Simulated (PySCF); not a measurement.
Cr¹²⁺ (chromium, charge +12) across methods

[Ne] 3s2, closed-shell 1S. All numbers are calculated (PySCF 2.14, the spin-free X2C one-electron Hamiltonian (Gaussian nucleus), in an even-tempered Gaussian basis (18 s from 0.81 bohr⁻², ratio 2.5; 11 p from 1.1 bohr⁻², ratio 2.5; 5 d from 4.4 bohr⁻², ratio 2.7; 4 f from 6.6 bohr⁻², ratio 2.7)).

| method | E (hartree) | mean ε 2s (eV) | mean ε 2p (eV) | mean ε 3s (eV) | Σ⟨r²⟩ (bohr²) | ⟨S²⟩ |
| --- | --- | --- | --- | --- | --- | --- |
| LDA | -988.498 | -992.48 | -890.29 | -341.34 | 2.015 | 0.000 |
| r2SCAN | -990.823 | -1002.7 | -895.95 | -341.65 | 2.019 | 0.000 |
| revPBE | -990.811 | -994.72 | -890.80 | -341.23 | 2.015 | 0.000 |
| PBE | -990.646 | -994.55 | -890.85 | -341.33 | 2.014 | 0.000 |
| PBE0 | -990.690 | -1009.6 | -902.31 | -344.24 | 2.015 | 0.000 |
| UHF | -990.35279 | -1053.0 | -935.12 | -351.73 | 2.021 | 0.000 |

(1) Estimate the same row for BP86.

Answers

(1) E (hartree) = -990.987; mean ε 2s (eV) = -994.88; mean ε 2p (eV) = -891.16; mean ε 3s (eV) = -341.57; Σ⟨r²⟩ (bohr²) = 2.011; ⟨S²⟩ = 0.000.
